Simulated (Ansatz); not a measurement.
One elementary step

Start structure (Si₂NH₉O₃F₂, closed shell), relaxed at PBE0-D4/def2-TZVP:

Si1  (-0.194, 0.651, 0.925)
O2  (-0.219, 0.215, -0.738)
Si3  (-1.036, 0.871, -2.001)
F4  (-0.474, 2.205, 0.612)
F5  (0.159, 0.985, 2.521)
O6  (-1.375, -0.436, 1.301)
H7  (1.562, -0.971, 0.571)
N8  (1.615, 0.026, 0.853)
H9  (0.200, -1.649, -0.715)
O10  (0.773, -2.344, -0.343)
H11  (-1.108, -0.169, -3.062)
H12  (-0.312, 2.050, -2.547)
H13  (-2.413, 1.277, -1.624)
H14  (-1.578, -0.429, 2.240)
H15  (2.089, 0.131, 1.743)
H16  (2.132, 0.509, 0.125)
H17  (0.176, -2.922, 0.140)
(Å)

The step: Si₂H₄O₂F₂ ([OH][Si]([F])([F])[O][SiH3]) + H₂O + NH₃ → SiNH₃OF₂ ([NH2][Si]([OH])([F])[F]) + SiH₄O ([OH][SiH3]) + H₂O (still joined by a long Si–O bond); bonds formed: O2–H9, H7–O10; dative contacts that become bonds: Si1–N8; bonds broken: H7–N8, H9–O10; bonds weakened to dative contacts: Si1–O2. Ansatz 0.2.0; basis: def2-TZVPP and def2-QZVPP; cores frozen in the correlated methods. Extrapolation: Hartree–Fock as exp(−7.88 √X), correlation as X^−2.97. Energies below are by CCSD(T) at an estimated basis limit (MP2 extrapolated from triple and quadruple zeta, plus CCSD(T) − MP2 in triple zeta).

(1) What are the electronic barrier and the energy of the step, from the start structure to the end structure? (An estimate is asked for; the value comes from the calculation.)

T1 diagnostic: at most 0.012.

## Answers

(1) By the calculation: Barrier 0.791 eV; step energy 0.348 eV (uphill); reverse barrier, their difference, 0.443 eV. Barrier and step energy count from the start structure, the reverse barrier from the end structure.

The saddle point: One imaginary mode of 1007i cm⁻¹.
| pair | start (Å) | saddle (Å) | end (Å) |
| --- | --- | --- | --- |
| Si1–N8 | 1.92 | 1.80 | 1.72 |
| O2–H9 | 1.91 | 1.24 | 1.00 |
| H7–O10 | 1.83 | 1.13 | 0.98 |
| Si1–O2 | 1.72 | 1.86 | 2.10 |
| H7–N8 | 1.04 | 1.42 | 2.07 |
| H9–O10 | 0.97 | 1.17 | 1.66 |

Zero-point energy (harmonic, PBE0-D4): ZPE is 3.196 eV at the start and 3.042 eV at the saddle, so the barrier goes from 0.791 to 0.637 eV.

Labels in which every atom is bracketed show which atoms are joined, not bond orders.

For scale, one of the runs: CCSD(T)/def2-TZVPP, 396 basis functions, launched by `ansatz run in.yaml --threads 2 --pin off --events-out ev --progress --plain --max-ram 31744MiB --backend cuda --devices 0, --max-vram 18GiB`. Hardware: 2 CPU threads of an AMD EPYC 7R13 and a share of one NVIDIA H100, shared host. Wall time 18 s; peak host memory 1.7 GiB.
